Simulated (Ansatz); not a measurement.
AlH18N3Si6, SMILES `[SiH3][N]([SiH3])[Al]([N]([SiH3])[SiH3])[N]([SiH3])[SiH3]`. Charge 0, multiplicity 1. The structure was optimised at the PBE0-D4/def2-TZVP level. It is one conformer, not always the lowest.

```xyz
28

Si   -0.772   -1.383   -2.562
N    -0.985   -1.274   -0.842
Si   -1.993   -2.449   -0.065
Al   -0.059   -0.028    0.032
N     1.401    0.650   -0.763
Si    1.372    2.302   -1.273
Si    2.774   -0.376   -0.985
N    -0.493    0.587    1.648
Si    0.748    1.371    2.576
Si   -2.099    0.549    2.294
H    -1.878   -2.204   -3.127
H    -0.810   -0.029   -3.177
H     0.522   -2.020   -2.928
H    -3.437   -2.227   -0.342
H    -1.767   -2.374    1.404
H    -1.641   -3.818   -0.531
H     0.020    2.839   -0.943
H     1.588    2.420   -2.741
H     2.403    3.124   -0.586
H     2.434   -1.700   -0.388
H     3.114   -0.563   -2.421
H     3.974    0.168   -0.293
H     1.040    2.743    2.078
H     0.294    1.469    3.990
H     2.010    0.585    2.525
H    -3.039    0.144    1.213
H    -2.230   -0.404    3.428
H    -2.491    1.900    2.781
```

**Question.** What is the dipole moment at ωB97M-V/def2-TZVPP? (Best estimate.)

**Answer.** Computed: 0.17 D, with components (0.14, 0.06, -0.07) D in this frame, pointing from negative to positive charge.

**Question.** And with PBE, r2SCAN, B3LYP? (Estimate.)

**Answer.** Ansatz gave: PBE 0.15 D, r2SCAN 0.16 D, B3LYP 0.14 D.

**Question.** Give the Mulliken charges with ωB97M-V, r2SCAN, PBE in def2-TZVPP. (Best estimate.)

**Answer.** The calculation gave: 
| atom | ωB97M-V | r2SCAN | PBE |
| --- | --- | --- | --- |
| Si1 | 0.15 | 0.30 | 0.20 |
| N2 | -0.25 | -0.31 | -0.13 |
| Si3 | 0.13 | 0.29 | 0.18 |
| Al4 | 0.22 | 0.42 | 0.19 |
| N5 | -0.30 | -0.36 | -0.17 |
| Si6 | 0.16 | 0.30 | 0.19 |
| Si7 | 0.16 | 0.30 | 0.19 |
| N8 | -0.25 | -0.31 | -0.13 |
| Si9 | 0.15 | 0.30 | 0.20 |
| Si10 | 0.13 | 0.29 | 0.18 |
| H11 | -0.01 | -0.07 | -0.05 |
| H12 | -0.02 | -0.07 | -0.05 |
| H13 | -0.02 | -0.07 | -0.05 |
| H14 | -0.02 | -0.07 | -0.05 |
| H15 | -0.02 | -0.06 | -0.04 |
| H16 | -0.02 | -0.07 | -0.05 |
| H17 | -0.01 | -0.06 | -0.04 |
| H18 | -0.02 | -0.07 | -0.05 |
| H19 | -0.01 | -0.06 | -0.05 |
| H20 | -0.01 | -0.06 | -0.04 |
| H21 | -0.01 | -0.06 | -0.05 |
| H22 | -0.02 | -0.07 | -0.05 |
| H23 | -0.02 | -0.07 | -0.05 |
| H24 | -0.01 | -0.07 | -0.05 |
| H25 | -0.02 | -0.07 | -0.05 |
| H26 | -0.02 | -0.06 | -0.04 |
| H27 | -0.02 | -0.07 | -0.05 |
| H28 | -0.02 | -0.07 | -0.05 |

B3LYP here is the variant with VWN-RPA as its local correlation; programs differ in this.
